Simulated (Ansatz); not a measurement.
Total energies of Cu(CO) (CuCO) from Ansatz at PBE-D4/def2-TZVP, gas phase (1 Eh = 27.2114 eV = 2625.5 kJ/mol). The reference geometry is relaxed at r2SCAN-D4/def2-TZVP.

```xyz
3

Cu   -1.257    0.524    0.781
C     0.176    0.083   -0.322
O     1.081   -0.606   -0.459
```

| state | geometry | energy (Eh) |
| --- | --- | --- |
| charge 0 doublet | reference | -1753.51032 |
| charge 1 singlet | reference | -1753.24652 |
| charge 0 quartet | relaxed at r2SCAN-D4/def2-TZVP | -1753.35651 |
| free Cu atom (doublet) | – | -1640.24447 |
| free C atom (triplet) | – | -37.79597 |
| free O atom (triplet) | – | -75.00967 |

(1) Work out the vertical ionisation energy to the singlet.

(2) Which of the charge 0 states is lowest, and how far above it are the others?

(3) What is the binding energy per atom against free atoms?

(1) E(charge 1 singlet) − E(charge 0 doublet) = -1753.24652 − (-1753.51032) = 0.26380 Eh = 7.18 eV. For comparison, −ε of the highest occupied level of the spin that leaves is 4.15 eV at this level, 3.03 eV less.

(2) The doublet. quartet: -1753.35651 − (-1753.51032) = 0.15381 Eh = 403.8 kJ/mol.

(3) Atoms: 1 × (-1640.24447) + 1 × (-37.79597) + 1 × (-75.00967) = -1753.05011 Eh. Binding: -1753.05011 − (-1753.51032) = 0.46021 Eh = 12.52 eV, or 4.17 eV for each of 3 atoms (no zero-point energy, no counterpoise term).
